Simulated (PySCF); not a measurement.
## Working out the excitation energy of O

O [He] 2s2 2p4 (3P) → O [He] 2s1 2p5 (3P). Calculation: PySCF 2.14, in dyall-av2z (11s7p2d, 42 functions); no relativity, point nucleus. Frozen: 1s2; the 8 highest virtual orbitals dropped. Energies in hartree (1 hartree = 27.21139 eV):

```csv
part,O (lower),O (upper)
UHF,-74.814601,-74.195687
MP2 opposite-spin,-0.093584,-0.121024
MP2 same-spin,-0.032377,-0.036271
```

Problem. What does Hartree-Fock give?

Solution. (-74.195687) − (-74.814601) = 0.618914 hartree = 16.842 eV.

Problem. What do MP2 and SCS-MP2 (6/5 opposite-spin, 1/3 same-spin) give?

Solution. The opposite-spin parts differ by -0.747 eV and the same-spin parts by -0.106 eV. MP2: 16.842 + (-0.747) + (-0.106) = 15.989 eV. SCS-MP2: 16.842 + 1.2 × (-0.747) + (-0.106)/3 = 15.910 eV.

The upper state lies above the first ionisation limit, where it may autoionise and the basis confines it.

A double-zeta basis recovers only part of the correlation energy.
